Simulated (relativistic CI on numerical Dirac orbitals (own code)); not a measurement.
## Ru⁶⁺: resonant inelastic scattering at the L2,3 edge

Computed with this model: Dirac-Coulomb-Breit CI, separate exchange-only KLI orbitals for each configuration, a model potential for QED, valence Slater integrals scaled by 0.8, Kramers-Heisenberg scattering through one core-hole configuration in a parametric crystal field; configurations [Kr] 4d2 → [He] 2s2 2p5 3s2 3p6 3d10 4s2 4p6 4d3; 10 K; core-hole width 1.6 eV; summed over polarisations. Incident energies are the highest absorption maxima for each field (at most a few, so the weaker spin-orbit partner edge can be absent), on the computed scale of the free ion. Intensities are in per cent of the strongest line above 0.02 eV; levels within 1 cm⁻¹ are merged; final levels count from the ground level, the first row holds all elastic scattering, lines under 0.4 are left out and each table stops after 24 rows. The scale of the Slater integrals is a model choice and moves the terms in proportion.

Field parameters in Wybourne normalisation: Oh B⁴₀ = 21Dq, B⁴₄ = √(5/14) B⁴₀. The field is a parameter set, without covalency.

S is read from ⟨S²⟩ = S(S + 1).

Oh, 10Dq = 8500 cm⁻¹:

```csv
Final level (eV),Degeneracy,Irrep,S,2852.6 eV,2981 eV
0.000,2,E,0.99,4629.7,255.2
0.052,3,T2,0.99,37.5,60.2
0.344,3,T1,1.00,28.7,6.0
0.503,1,A1,1.00,40.4,28.9
1.031,3,T2,0.95,22.3,52.4
1.078,1,A2,1.00,28.1,9.3
1.249,3,T1,1.00,30.0,12.7
1.286,2,E,1.00,67.3,20.5
1.784,2,E,0.16,97.7,25.4
1.803,3,T2,0.24,100.0,42.2
2.243,3,T2,0.96,33.7,9.5
2.354,1,A1,0.98,27.7,55.9
2.498,3,T1,1.00,39.6,16.0
2.689,3,T2,0.90,27.7,6.9
2.722,2,E,0.94,14.5,5.9
3.052,3,T2,0.25,4.2,8.2
3.144,1,A1,0.04,18.6,13.8
3.268,3,T1,0.02,10.5,11.6
4.001,2,E,0.05,3.1,1.4
6.582,1,A1,0.02,2.3,4.4
```

Oh, 10Dq = 19250 cm⁻¹:

```tsv
Final level (eV)	Degeneracy	Irrep	S	2853.2 eV	2981.1 eV
0.000	2	E	0.99	2830.6	270.0
0.024	3	T2	0.99	19.4	36.4
0.294	3	T1	1.00	32.0	10.2
0.416	1	A1	1.00	57.7	52.2
1.631	3	T2	0.19	9.3	33.8
1.725	2	E	0.05	53.1	24.3
2.282	1	A2	1.00	12.1	13.3
2.387	3	T2	0.93	86.4	31.0
2.431	3	T1	1.00	64.1	25.2
2.447	2	E	1.00	100.0	37.0
3.318	1	A1	0.52	20.0	61.5
3.648	3	T1	1.00	45.5	21.4
3.691	1	A1	0.71	19.7	0.5
3.758	3	T2	0.89	95.3	15.6
3.822	2	E	0.99	56.5	3.5
4.121	3	T2	0.33	2.7	10.6
4.470	3	T1	0.02	16.3	10.1
4.843	3	T2	0.96	9.4	2.1
6.489	2	E	0.02	1.0	0.5
```

For the first field the strongest loss at the lowest incident energy is the level at 1.80 eV (S = 0.24, against 0.99 in the thermal ground state). Levels of other spin, the first over 8 % at 1.78 eV, appear because spin-orbit coupling of the core hole, and in heavier ions of the valence shell too, mixes spins.
